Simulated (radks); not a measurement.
Question: These are the eigenvalues of the occupied orbitals of an atom or ion with whole-number occupations (eV). Calculated with a radial shooting solver on a logarithmic mesh with Libxc functionals: scalar-relativistic Kohn-Sham, PBEsol, spin-unpolarised, spherical densities, finite nucleus; Fermi nuclear charge, rms radius of each element as measured or else 0.836 A^(1/3) + 0.57 fm.

orbital  eigenvalue
1s        -4584.746
2s        -653.7769
2p        -569.7830
3s        -199.5193
4f         -65.5562

Which element is it, and in what charge state? The configuration may be excited.

Answer: Z = 21, scandium, charge +8: Sc8+ in [Ne] 3s2 4f1. The list shows which subshells hold electrons but not how many an open one holds; the 1s level, -168.49 hartree, gives Z - s = 18.4 by -(Z - s)^2/2, which with screening and relativity narrows Z to a few neighbours, and the depths of the outer levels then fix element, charge and occupations together.
